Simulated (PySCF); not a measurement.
# Continuum solvent and chemical shifts

Cartesian coordinates in Å; atom numbers follow the order of the lines, from 1:
```xyz
16

C     3.247    0.043   -0.069
C     2.001    0.406    0.092
C     0.755    0.772    0.270
C    -0.230    0.056    1.151
C    -1.256   -0.758    0.371
C    -2.142    0.056   -0.542
F    -2.055   -1.412    1.292
H     4.043    0.435    0.574
H     3.536   -0.664   -0.855
H     0.401    1.657   -0.276
H    -0.777    0.785    1.773
H     0.296   -0.627    1.834
H    -0.726   -1.533   -0.212
H    -2.902   -0.590   -1.003
H    -1.555    0.524   -1.345
H    -2.658    0.847    0.025
```

GIAO PBE0/pcSseg-1 in PySCF 2.14.0 with density-fitted response routines on one PBE0-D3(BJ)/def2-SVP conformer, non-relativistic, equivalent nuclei averaged. Solvents enter as an IEF-PCM continuum (chloroform with ε = 4.7, methanol with ε = 32.6) around the gas-phase geometry. Shifts are referred to TMS, CFCl3 computed in the same medium.

Gas phase, δ in ppm: C2 224.8, C5 90.9, C3 90.6, C1 79.0, C4 39.4, C6 20.9, F7 -187.2, H10 5.09, H8/H9 4.96, H13 4.30, H12 2.50, H11 1.91, H14/H15/H16 1.26. Dipole moment 1.67 D.

**Question.** How does each δ change in the continuum?

**Answer.** 
```csv
atoms,environment,"Δδ, chloroform","Δδ, methanol"
C2,central carbon of an allene,-0.2,-0.3
C5,sp3 CH bonded to F,+1.6,+2.2
C3,terminal carbon of a cumulated C=C=C unit,+0.8,+1.2
C1,terminal carbon of a cumulated C=C=C unit,+0.5,+0.8
C4,allylic sp3 CH2,+0.2,+0.3
C6,methyl carbon,+0.3,+0.4
F7,fluorine on an sp3 carbon,-3.6,-4.7
H10,hydrogen on a terminal carbon of a cumulated C=C=C unit,+0.18,+0.26
H8/H9,hydrogen on a terminal carbon of a cumulated C=C=C unit,+0.14,+0.18
H13,hydrogen on an sp3 CH bonded to F,+0.12,+0.17
H12,hydrogen on an allylic sp3 CH2,-0.02,-0.04
H11,hydrogen on an allylic sp3 CH2,+0.10,+0.14
H14/H15/H16,hydrogen on a methyl carbon,+0.06,+0.09
```

Changes are relative to the gas phase. The dipole moment becomes 1.92 D in chloroform, 2.02 D in methanol.

**Question.** Which nuclei move most (in ppm), and what does the model miss?

**Answer.** F7 (fluorine on an sp3 carbon, -4.7 ppm) in methanol. A continuum only polarises the solute; specific hydrogen bonds, the anisotropy of aromatic solvents and changes of geometry or conformer are outside it.
